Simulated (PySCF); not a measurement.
Frontier orbitals and the lowest excitations

(SiH3)3P, H9PSi3.
Z-matrix (Å and degrees, PBE0-D3(BJ)/def2-SVP geometry), rows numbered from 1:
```
Si
P   1  2.2590
Si  2  2.2580  1   97.63
Si  2  2.2593  1   97.57  3    98.69
H   1  1.4932  2  108.06  3    71.83
H   1  1.4969  2  112.99  3   -48.93
H   1  1.4934  2  108.03  3  -169.65
H   3  1.4933  2  108.00  1   -71.63
H   3  1.4932  2  108.04  1   169.87
H   3  1.4969  2  113.08  1    49.11
H   4  1.4930  2  108.04  1  -170.21
H   4  1.4935  2  108.05  1    71.24
H   4  1.4970  2  113.04  1   -49.43
```

Theory: TDDFT CAM-B3LYP/def2-SVPD, vertical, gas phase, core orbitals frozen in the response in PySCF 2.14.0, density-fitted response routines.

Frontier orbitals with the atoms that hold most of them (Löwdin shares over 4%, at most four atoms; ? is withheld):

```
orbital  ε (eV)                             atoms
 HOMO-3  -11.16  Si4 16%, Si1 16%, Si3 16%, H7 9%
 HOMO-2   -9.85   P2 34%, Si1 21%, Si3 13%, H9 7%
 HOMO-1   -9.85   P2 34%, Si4 21%, Si3 14%, H8 7%
   HOMO   -8.53                                 ?
   LUMO    0.73                                 ?
 LUMO+1    0.89  P2 26%, Si3 24%, Si1 18%, H10 7%
 LUMO+2    0.89  Si4 27%, P2 26%, Si1 13%, H13 8%
```

(1) Give the leading atoms of the HOMO.

(2) Give the leading atoms of the LUMO.

Answers

(1) P2 (bonded to 3 Si) 62%; Si1 (bonded to P and 3 H) 9%; Si4 (bonded to P and 3 H) 9%; Si3 (bonded to P and 3 H) 9%. By element: phosphorus 62%, silicon 27%.

(2) P2 (bonded to 3 Si) 16%; Si4 (bonded to P and 3 H) 15%; Si1 (bonded to P and 3 H) 15%; Si3 (bonded to P and 3 H) 15%. By element: silicon 44%, phosphorus 16%.

Within 0.005 eV of a neighbour in this list lie HOMO-2/HOMO-1 and LUMO+1/LUMO+2 (point group found: C3v); within a degenerate set the shares of single atoms can hang on how the components are chosen.

Task: The HOMO–LUMO gap is 9.25 eV. Where does the response calculation put the lowest singlet, and from which orbitals?

Result: S1 is at 6.17 eV (f = 0.044), 3.08 eV below the gap, made of HOMO→LUMO (97%). Without the coupling terms of the response equations the lowest excitation would equal the gap.

Next come S2 at 6.25 eV (f 0.0086), HOMO→LUMO+3 (34%), HOMO→LUMO+1/LUMO+2 (≥28%), HOMO→LUMO+4 (20%); S3 at 6.26 eV (f 0.0085), HOMO→LUMO+4 (44%), HOMO→LUMO+1/LUMO+2 (≥25%), HOMO→LUMO+3 (18%); S4 at 6.44 eV (f 0.049), HOMO→LUMO+1/LUMO+2 (≥61%), HOMO→LUMO+4 (20%), HOMO→LUMO+3 (9%); S5 at 6.45 eV (f 0.049), HOMO→LUMO+1/LUMO+2 (≥58%), HOMO→LUMO+3 (17%), HOMO→LUMO+4 (11%).

Orbitals of the list HOMO-3 to LUMO+2 that lie within 0.01 eV of each other are written together with a slash and their weights summed (≥ marks a lower bound); for degenerate orbitals outside that list single weights are arbitrary.

Löwdin shares depend on the basis, the more so with diffuse functions.

The run took 30 s of wall time on one thread of an Arm Neoverse V2, no GPU, shared host with 32 logical CPUs at a one-minute load of 9.7, and the process peaked at 0.94 GiB of memory.
